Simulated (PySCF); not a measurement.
Levels of Hf⁴³⁺ from EOM-EA-GCCSD

Reference: closed-shell Hf⁴⁴⁺, [Ar] 3d10; one electron is added. Calculated with PySCF 2.14, two-component X2C-1e with screened spin-orbit coupling, an even-tempered Gaussian basis (18 s from 3.5 bohr⁻², ratio 2.6; 15 p from 4.6 bohr⁻², ratio 2.6; 10 d from 4.6 bohr⁻², ratio 2.6; 5 f from 4.7 bohr⁻², ratio 2.8); frozen [Ar]; the 98 highest virtual spinors dropped; of the others 70 kept and the rest restored at second order. No Breit or QED terms. Binding energies in eV.

```csv
level,Koopmans
4s1/2,2218.0
4p1/2,2124.1
4p3/2,2033.5
```

Problem. How does correlation move these levels?

Solution. 4s1/2: second order 2219.4, EOM-CCSD 2219.4; 4p1/2: second order 2125.5, EOM-CCSD 2125.5; 4p3/2: second order 2034.7, EOM-CCSD 2034.7.

For comparison, the ionisation energy of Hf⁴³⁺ is 2218.9 ± 1.1 eV (semi-empirical (NIST evaluation); NIST Atomic Spectra Database, ionization energies).
